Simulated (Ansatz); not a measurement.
Start from `Cl[SiH]1CS1` and change one atom or group to get `[SeH][SiH]1CS1`.

Ansatz, PBE0-D4/def2-TZVP geometries, multiplicity 1. Each molecule was computed in one conformer, which needn't be the lowest.

Scalar relativity is left out up to krypton. Spin–orbit coupling is left out; it splits and shifts lone-pair levels of the heavy atoms by tenths of an eV.

```
                             property  `Cl[SiH]1CS1`
HOMO energy (ωB97M-V/def2-TZVPP) / eV          -9.47
HOMO–LUMO gap (B3LYP/def2-TZVPP) / eV           6.49
  LUMO energy (B3LYP/def2-TZVPP) / eV          -0.55
   HOMO energy (PBE0/def2-TZVPP) / eV          -7.31
    LUMO energy (PBE/def2-TZVPP) / eV          -1.27
 HOMO–LUMO gap (PBE0/def2-TZVPP) / eV           6.97
```

Give the same properties after the change, and the shifts. (Best estimate.)

The calculation gave: 
| property | `[SeH][SiH]1CS1` | shift |
| --- | --- | --- |
| HOMO energy (ωB97M-V/def2-TZVPP) / eV | -9.12 | 0.35 |
| HOMO–LUMO gap (B3LYP/def2-TZVPP) / eV | 5.92 | -0.57 |
| LUMO energy (B3LYP/def2-TZVPP) / eV | -0.84 | -0.29 |
| HOMO energy (PBE0/def2-TZVPP) / eV | -7.01 | 0.30 |
| LUMO energy (PBE/def2-TZVPP) / eV | -1.50 | -0.23 |
| HOMO–LUMO gap (PBE0/def2-TZVPP) / eV | 6.39 | -0.58 |

With PBE0 the HOMO rises by 0.30 eV and the LUMO falls by 0.28 eV, so the gap narrows by about 0.58 eV. PBE moves the HOMO by 0.25 eV and ωB97M-V by 0.35 eV.

B3LYP here is the variant with VWN-RPA as its local correlation; programs differ in this.
